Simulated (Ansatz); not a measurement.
Cost and result for the atomization energy of `N[CH2][Al]([Cl])[I]` (9 atoms, 8 bonds).

Cartesian coordinates in Å:
```
N 1.2777 0.9240 0.0951
C 0.0249 0.4581 0.6844
Al -1.0064 -0.8869 -0.3230
Cl -2.8252 -1.6838 0.3468
I -0.1110 -1.6752 -2.4902
H 1.1201 1.3318 -0.8180
H 1.9188 0.1543 -0.0504
H -0.6257 1.3201 0.8710
H 0.2267 0.0575 1.6843
```

Total charge 0; spin multiplicity 1. Correlated methods include outer-core shells of I, which these sets cover unevenly. I: def2 effective core potential. All single points use the PBE0-D4/def2-TZVP geometry. It is one conformer, not always the lowest. Program: Ansatz. All runs use 4 threads of a server CPU on a shared host. Times are those of one run each, without the atoms' runs, and a repeat can differ threefold. Electronic energies, without spin–orbit coupling; frozen cores. CCSD(T)/CBS adds CCSD(T) − MP2 in def2-TZVPP to the MP2 limit, and its time is that of the two runs behind it. T1 = 0.009. With those shells the extrapolation isn't a true limit. B3LYP takes the VWN-RPA correlation (the form of Gaussian; ORCA's B3LYP/G). HSE06 is the plane-wave form, built on full-range PBE exchange.

CCSD(T)/CBS is a level of theory with its own doubt, some kJ/mol a heavy atom from the limit and from the frozen cores, so smaller differences don't rank the functionals.

```csv
level,functions,wall time
BLYP-D4/def2-TZVPP,252,1.7 s
revPBE-D4/def2-TZVPP,252,1.8 s
BHLYP-D4/def2-TZVPP,252,2.6 s
CAM-B3LYP-D4/def2-TZVPP,252,2.6 s
HSE06-D4/def2-TZVPP,252,2.7 s
B3LYP-D4/def2-TZVPP (with forces),252,4 s
B2PLYP/def2-TZVPP,252,4.1 s
r2SCANh-D4/def2-TZVPP,252,4.5 s
CCSD(T)/def2-SVP,110,4.9 s
B97M-V/def2-TZVPP,252,5.5 s
MP2/def2-QZVPP,456,18 s
CCSD(T)/def2-TZVPP,252,71 s
CCSD(T)/CBS(def2),–,89 s
```

**Question.** What atomization energy does each give, and how far from CCSD(T)/CBS? (Estimate.)

**Answer.** Ansatz gave: 
| level | atomization (kJ/mol) | difference from CCSD(T)/CBS | per bond |
| --- | --- | --- | --- |
| BLYP-D4/def2-TZVPP | 2973.8 | -32.7 | -4.1 |
| revPBE-D4/def2-TZVPP | 2975.3 | -31.2 | -3.9 |
| BHLYP-D4/def2-TZVPP | 2900.8 | -105.7 | -13.2 |
| CAM-B3LYP-D4/def2-TZVPP | 2987.5 | -19.0 | -2.4 |
| HSE06-D4/def2-TZVPP | 3008.0 | 1.5 | 0.2 |
| B3LYP-D4/def2-TZVPP (with forces) | 2981.2 | -25.3 | -3.2 |
| B2PLYP/def2-TZVPP | 2949.7 | -56.8 | -7.1 |
| r2SCANh-D4/def2-TZVPP | 2985.5 | -21.0 | -2.6 |
| CCSD(T)/def2-SVP | 2790.8 | -215.7 | -27.0 |
| B97M-V/def2-TZVPP | 3002.2 | -4.3 | -0.5 |
| MP2/def2-QZVPP | 3033.8 | 27.3 | 3.4 |
| CCSD(T)/def2-TZVPP | 2903.8 | -102.7 | -12.8 |
| CCSD(T)/CBS(def2) | 3006.5 | 0.0 | 0.0 |

From r2SCAN to r2SCAN0 (25 % exact exchange), in def2-TZVPP and without D4, the atomization energy moves by −48.0 kJ/mol: exact exchange takes away binding that semilocal exchange gives to molecules. The D4 term adds +37.9 kJ/mol with B3LYP and +20.3 kJ/mol with PBE0; it sums over pairs of atoms, weighted by their polarisabilities, and B3LYP, whose exchange is more repulsive, gets the larger term. At CCSD(T), def2-SVP lies −215.7 kJ/mol from the extrapolated value and def2-TZVPP −102.8 kJ/mol: correlation converges slowly with the basis, and small sets miss more of it in the bonded molecule than in its fragments.

Spin–orbit coupling would lower the free I atoms strongly, and the atomization energy with them, by more than many differences here.
